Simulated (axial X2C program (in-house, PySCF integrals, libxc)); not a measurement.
# Testing model relations on LiCa

A bond curve at the PBE0 level, with spin–orbit coupling, was computed with an in-house relativistic program for diatomic molecules (basis Ca dyall-cv3z [11s12p6d4f], Li dyall-cv3z [7s8p2d] (cores contracted in-house)) for the state Ω = 1/2 (⟨Sz⟩ = 0.50, ⟨Lz⟩ = 0.00 at PBE0). Its fit gives Re = 3.4109 Å, ωe = 199.6 cm⁻¹, ωexe = 2.68 cm⁻¹ and αe = 3.731e-03 cm⁻¹; the masses are 39.9626 and 7.0160 u. Two-component means X2C with spin–orbit coupling and atomic mean-field Coulomb and Gaunt terms.

Question: Find the reduced mass, Be and the force constant.

Answer: From the PBE0 values: μ = 5.9682 u. Be = 16.8576/(μ Re²) = 0.2428 cm⁻¹. k = 5.8918×10⁻⁷ μ ωe² = 0.14 mdyn/Å.

Question: Where do the fundamental and the first overtone lie?

Answer: ν(1←0) = ωe − 2ωexe = 194.2 cm⁻¹; ν(2←0) = 2ωe − 6ωexe = 383.1 cm⁻¹.

Question: Estimate De from a Morse curve and compare with the computed well depth of 0.378 eV to Ca + Li.

Answer: De(Morse) = ωe²/(4ωexe) = 0.461 eV against 0.378 eV computed, a ratio of 1.22. The extrapolation overshoots: the well softens faster than a Morse curve, or the lowest atomic limit lies below the one to which the curve heads.

Question: Estimate the centrifugal constant by the Kratzer relation.

Answer: D = 4Be³/ωe² = 1.44e-06 cm⁻¹.

Question: The dipole moment p changes by 0.52 D/Å at Re. What harmonic infrared intensity follows?

Answer: I = 42.256 × (dp/dR)²/μ = 1.9 km/mol.

Occupations by symmetry block were frozen at the best pattern of an incomplete PBE0 search. De is counted from the lowest determinant-based energies of the atoms at the same level, without counterpoise correction. Density functionals use the spin component along the axis (collinear). The bond is weak, and without diffuse functions and with truncated virtuals even CCSD(T) can be tens of per cent off in De.
